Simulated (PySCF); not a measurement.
**Two-component Hartree-Fock for Sm³²⁺ (samarium, charge +32)**

Start: [Ar] 3d10 4s2. Calculated with PySCF 2.14 in an even-tempered Gaussian basis (19 s from 1.3 bohr⁻², ratio 2.6; 15 p from 1.7 bohr⁻², ratio 2.6; 10 d from 1.7 bohr⁻², ratio 2.6; 6 f from 1.7 bohr⁻², ratio 2.8): generalised Hartree-Fock with the X2C-1e Hamiltonian and a Gaussian nucleus; spin-orbit coupling (SO) screened by Boettger's factors.

```json
{"spinor shell": "1s1/2", "electrons": "2", "ε, screened SO (eV)": "-48297.9", "weight of nominal j (screened SO)": "1.000", "rms radius, screened SO (bohr)": "0.0259"}
{"spinor shell": "2s1/2", "electrons": "2", "ε, screened SO (eV)": "-9016.5", "weight of nominal j (screened SO)": "1.000", "rms radius, screened SO (bohr)": "0.105"}
{"spinor shell": "2p1/2", "electrons": "2", "ε, screened SO (eV)": "-8598.5", "weight of nominal j (screened SO)": "1.000", "rms radius, screened SO (bohr)": "0.0898"}
{"spinor shell": "3s1/2", "electrons": "2", "ε, screened SO (eV)": "-2902.7", "weight of nominal j (screened SO)": "1.000", "rms radius, screened SO (bohr)": "0.267"}
{"spinor shell": "3p1/2", "electrons": "2", "ε, screened SO (eV)": "-2721.8", "weight of nominal j (screened SO)": "1.000", "rms radius, screened SO (bohr)": "0.258"}
{"spinor shell": "3p3/2", "electrons": "4", "ε, screened SO (eV)": "-2590.9", "weight of nominal j (screened SO)": "1.000", "rms radius, screened SO (bohr)": "0.270"}
{"spinor shell": "3d3/2", "electrons": "4", "ε, screened SO (eV)": "-2290.2", "weight of nominal j (screened SO)": "1.000", "rms radius, screened SO (bohr)": "0.241"}
{"spinor shell": "3d5/2", "electrons": "6", "ε, screened SO (eV)": "-2261.8", "weight of nominal j (screened SO)": "1.000", "rms radius, screened SO (bohr)": "0.244"}
{"spinor shell": "4s1/2", "electrons": "2", "ε, screened SO (eV)": "-1330.6", "weight of nominal j (screened SO)": "1.000", "rms radius, screened SO (bohr)": "0.551"}
```

Task: Where does 2p3/2 lie, and what is the 2p spin-orbit splitting (screened SO)?

Result: At -7989.1 eV, 609.45 eV above 2p1/2.

| quantity | screened SO |
| --- | --- |
| E (hartree) | -9868.96247 |
| M_J | 0 |
| ⟨J²⟩ | 0.000 |
| ⟨L²⟩ | 0.028 |
| ⟨S²⟩ | 0.028 |

Breit and QED terms are absent; they matter most for the inner s and p1/2 levels.

Densities and radii are taken from the X2C orbitals without a picture-change correction, which distorts them close to the nucleus.
